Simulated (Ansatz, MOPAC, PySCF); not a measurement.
Lewis adduct: BH3 (SMILES B) (first 4 atoms) with C2H6O (SMILES COC); geometry from B3LYP-D3(BJ)/def2-TZVP, rigid monomers moved along the line of their centres of mass till B1···O6 is 1.49 Å.
(charge 0, multiplicity 1):
```xyz
13

B      0.14919     0.22652     1.09459
H      1.28059     0.51303     0.80576
H     -0.68600     1.01995     0.75031
H     -0.14383    -0.93133     0.90094
C     -1.15528     0.19094     3.15959
O      0.14661     0.37883     2.58052
C      1.16129    -0.40903     3.22492
H     -1.10169     0.42283     4.22291
H     -1.48415    -0.83844     3.00326
H     -1.82264     0.87662     2.64886
H      1.17186    -0.16466     4.28674
H      2.10317    -0.14124     2.75855
H      0.95653    -1.47078     3.07334
```

Interaction energies are E(AB) − E(A) − E(B) at the monomers' geometry in the complex; basis-set methods are counterpoise corrected. Rows marked so take none.

Cores are frozen in the correlated methods. Rows in 3-21G, 6-31G* carry no dispersion term and start afresh at each structure (6-31G* with six Cartesian d functions). MP2/6-31G* freezes PySCF's default core. The state that PM6 reach isn't checked.

Run with Ansatz (a quantum-chemistry and plane-wave program) with Gaussian orbitals; MOPAC for PM6 (differences of heats of formation); PySCF for 3-21G rows, 6-31G* rows, the dispersion terms. Values without a source in brackets are computed.

Other levels give for the interaction energy: PBE/def2-TZVPPD -117.7; B3LYP/def2-TZVPPD -100.5; B3LYP-D3(BJ)/def2-TZVPPD -115.4; wB97M-V/def2-TZVPPD -125.3; CCSD(T)/aug-cc-pVDZ -92.0 kJ/mol.

Common cheap choices:

```csv
level,interaction energy (kJ/mol)
PM6,-153.9
HF/3-21G (no counterpoise),-127.5
HF/6-31G* (no counterpoise),-76.4
BP86/6-31G* (no counterpoise),-117.4
B3LYP/3-21G (no counterpoise),-155.5
B3LYP/6-31G*,-96.9
M06-2X/6-31G* (no counterpoise),-136.5
MP2/6-31G*,-94.4
```
